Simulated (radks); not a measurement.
Question: Pd0.25+, 45.75 electrons, occupied as [Ar] 3d(up 5, down 4.75) 4s2 4p6 4d10 (fractional occupations, a model configuration). Calculated with a radial shooting solver on a logarithmic mesh with Libxc functionals: scalar-relativistic Kohn-Sham, r2SCAN, spin-polarised, spherical densities, finite nucleus; meta-GGA in the generalised Kohn-Sham scheme; Fermi nuclear charge, rms radius 4.5318 fm. Some entries of the table are withheld. Estimate them.

| orbital | occ. | eigenvalue (Ry) | <1/r> (bohr^-1) |
|---|---|---|---|
| 1s up | 1 | -1780.436 | 48.23 |
| 1s down | 1 | -1780.436 | 48.23 |
| 2s up | 1 | -261.6040 | 10.96 |
| 2s down | 1 | -261.5562 | 10.96 |
| 2p up | 3 | -234.4101 | 10.58 |
| 2p down | 3 | -234.3748 | 10.58 |
| 3s up | 1 | -48.00842 | 3.848 |
| 3s down | 1 | -47.95496 | 3.847 |
| 3p up | 3 | -38.99642 | 3.661 |
| 3p down | 3 | -38.94121 | 3.659 |
| 3d up | 5 | -24.74894 | (1) |
| 3d down | 4.75 | -24.68463 | (2) |
| 4s up | 1 | -6.68800 | 1.452 |
| 4s down | 1 | -6.68046 | 1.451 |
| 4p up | 3 | -4.10358 | 1.300 |
| 4p down | 3 | -4.09727 | 1.299 |
| 4d up | 5 | -0.48907 | 0.9110 |
| 4d down | 5 | -0.48575 | 0.9093 |

Answer: 
(1) 3d up <1/r> (bohr^-1): 3.429
(2) 3d down <1/r> (bohr^-1): 3.427
